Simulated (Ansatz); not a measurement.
Geometry optimisation, Ansatz 0.2.0, DFT PBE-D3(BJ), scalar-relativistic, plane waves, PAW.

Input:

```yaml
accuracy: low
crystal:
  lattice:
    - [0.0, 5.43, 5.43]
    - [5.43, 0.0, 5.43]
    - [5.43, 5.43, 0.0]
  atoms:
    - { symbol: Si, position: [0.0, 0.0, 0.0] }
    - { symbol: Si, position: [0.125, 0.125, 0.125] }
    - { symbol: Si, position: [0.0, 0.0, 0.5] }
    - { symbol: Si, position: [0.125, 0.125, 0.625] }
    - { symbol: Si, position: [0.0, 0.5, 0.0] }
    - { symbol: Si, position: [0.125, 0.625, 0.125] }
    - { symbol: Si, position: [0.0, 0.5, 0.5] }
    - { symbol: Si, position: [0.125, 0.625, 0.625] }
    - { symbol: Si, position: [0.5, 0.0, 0.0] }
    - { symbol: Si, position: [0.625, 0.125, 0.125] }
    - { symbol: Si, position: [0.5, 0.0, 0.5] }
    - { symbol: Si, position: [0.625, 0.125, 0.625] }
    - { symbol: Si, position: [0.5, 0.5, 0.0] }
    - { symbol: Si, position: [0.625, 0.625, 0.125] }
    - { symbol: Si, position: [0.5, 0.5, 0.5] }
    - { symbol: Si, position: [0.625, 0.625, 0.625] }
    - { symbol: B, position: [0.3722538, 0.8764234, 0.8721629], spin: 1.0 }
magnetization:
  spin_polarized: true
basis:
  ecutwfc: 420.0
kpoints:
  mp_grid: { grid: [2, 2, 2] }
hamiltonian:
  xc: pbe
  dispersion: d3bj
  pseudopotentials: { kind: paw, azcp: { folder: soft_1 } }
scf:
  occupations: { method: fermi_dirac, width: 0.02 }
  lower_state_search: "off"
relax:
  f_tol: 0.08
  max_steps: 25
  adjacent_minimum: "off"
```

Command:

```bash
$ ansatz run input.yaml --threads 1 --pin off --max-ram 3072MiB --backend cpu --events-out ev --progress --plain --runs-dir out
```

**Question.** Where does it end, and by what steps?

**Answer.** It converged. The threshold is loose, so the end isn't yet a minimum. Limits of this set-up: coarse k mesh, low accuracy level. After 2 steps the energy has fallen by 0.083 eV; Si9 moved furthest, 0.06 Å.

```json
{"step": "0", "energy less start (eV)": "0.0000", "largest force component (eV/Å)": "0.368", "accepted": "yes"}
{"step": "1", "energy less start (eV)": "-0.0683", "largest force component (eV/Å)": "0.149", "accepted": "yes"}
{"step": "2", "energy less start (eV)": "-0.0829", "largest force component (eV/Å)": "0.017", "accepted": "yes"}
```

```xyz
17
Lattice="0.0000 5.4300 5.4300 5.4300 0.0000 5.4300 5.4300 5.4300 0.0000" Properties=species:S:1:pos:R:3
Si -0.028 0.029 0.028
Si 1.385 1.359 1.357
Si 2.718 2.713 0.003
Si 4.073 4.046 1.358
Si 2.720 0.005 2.710
Si 4.074 1.359 4.045
Si 5.429 2.715 2.714
Si 6.789 4.077 4.074
Si -0.035 2.681 2.680
Si 1.355 4.062 4.070
Si 2.743 5.459 2.687
Si 4.072 6.789 4.100
Si 2.747 2.683 5.462
Si 4.073 4.099 6.788
Si 5.425 5.435 5.435
Si 6.760 6.789 6.789
B 9.495 6.758 6.780
```

Whether the end is a true minimum wasn't checked by a vibrational analysis.

Run time: 44 s on 1 thread of AMD EPYC 7R43 64-Core Processor (Zen 3), on a shared host, peak memory 0.69 GiB.
